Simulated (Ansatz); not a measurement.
Cost and result for the atomization energy of CH3Cl3OSn, SMILES `C[O][Sn]([Cl])([Cl])[Cl]` (9 atoms, 8 bonds).

```xyz
9

C     0.661    1.221   -0.671
O    -0.437    0.335   -0.803
Sn   -0.693   -1.081    0.485
Cl    1.129   -2.480    0.490
Cl   -2.578   -2.214   -0.127
Cl   -0.926   -0.191    2.590
H     0.597    1.932   -1.497
H     1.621    0.698   -0.738
H     0.626    1.781    0.270
```

The species carries charge 0 and has multiplicity 1. Correlated methods include outer-core shells of Sn, which these sets cover unevenly. Sn takes the def2 core potential. The structure was optimised at the PBE0-D4/def2-TZVP level. It is one conformer, not always the lowest. Program: Ansatz. All runs use 4 threads of an Arm Neoverse V1 on a shared host. Times are those of one run each, without the atoms' runs, and a repeat can differ threefold. Electronic energies, without spin–orbit coupling; frozen cores. CCSD(T)/CBS adds CCSD(T) − MP2 in def2-TZVPP to the MP2 limit, and its time is that of the two runs behind it. T1 = 0.012. With those shells the extrapolation isn't a true limit. HSE06 is the plane-wave form, built on full-range PBE exchange.

CCSD(T)/CBS is a level of theory with its own doubt, some kJ/mol a heavy atom from the limit and from the frozen cores, so smaller differences don't rank the functionals.

| level | functions | wall time | atomization (kcal/mol) | difference from CCSD(T)/CBS | per bond |
| --- | --- | --- | --- | --- | --- |
| PBE-D4/def2-TZVPP (with forces) | 280 | 4.1 s | 722.8 | 9.2 | 1.2 |
| PBE0-D4/def2-TZVPP | 280 | 6.5 s | 706.3 | -7.3 | -0.9 |
| BHLYP-D4/def2-TZVPP | 280 | 7 s | 675.2 | -38.4 | -4.8 |
| HSE06-D4/def2-TZVPP | 280 | 7.5 s | 706.8 | -6.8 | -0.8 |
| CAM-B3LYP-D4/def2-TZVPP | 280 | 7.5 s | 701.4 | -12.2 | -1.5 |
| B2PLYP/def2-TZVPP | 280 | 11 s | 691.9 | -21.7 | -2.7 |
| ωB97X-V/def2-TZVPP | 280 | 15 s | 711.5 | -2.1 | -0.3 |
| CCSD(T)/def2-SVP | 123 | 16 s | 651.9 | -61.7 | -7.7 |
| B97M-V/def2-TZVPP | 280 | 16 s | 718.9 | 5.3 | 0.7 |
| ωB97M-V/def2-TZVPP (with forces) | 280 | 21 s | 708.5 | -5.1 | -0.6 |
| MP2/def2-QZVPP | 496 | 34 s | 722.9 | 9.3 | 1.2 |
| CCSD(T)/def2-TZVPP | 280 | 11 min | 685.7 | -27.9 | -3.5 |
| CCSD(T)/CBS(def2) | – | 11 min | 713.6 | 0.0 | 0.0 |

At CCSD(T), def2-SVP lies −61.7 kcal/mol from the extrapolated value and def2-TZVPP −27.9 kcal/mol: correlation converges slowly with the basis, and small sets miss more of it in the bonded molecule than in its fragments. In def2-TZVPP, CCSD(T) changes the Hartree–Fock value by +191.5 kcal/mol (the triples alone add +15.9 kcal/mol) and MP2 by +211.9 kcal/mol; breaking electron pairs costs correlation energy, which Hartree–Fock lacks. From r2SCAN to r2SCAN0 (25 % exact exchange), in def2-TZVPP and without D4, the atomization energy moves by −17.3 kcal/mol: exact exchange takes away binding that semilocal exchange gives to molecules.

Spin–orbit coupling would lower the free Sn atoms strongly, and the atomization energy with them, by more than many differences here. For some Ge, Se and Sn compounds the MP2-based and the directly extrapolated limit differ by 10 to 25 kJ/mol.
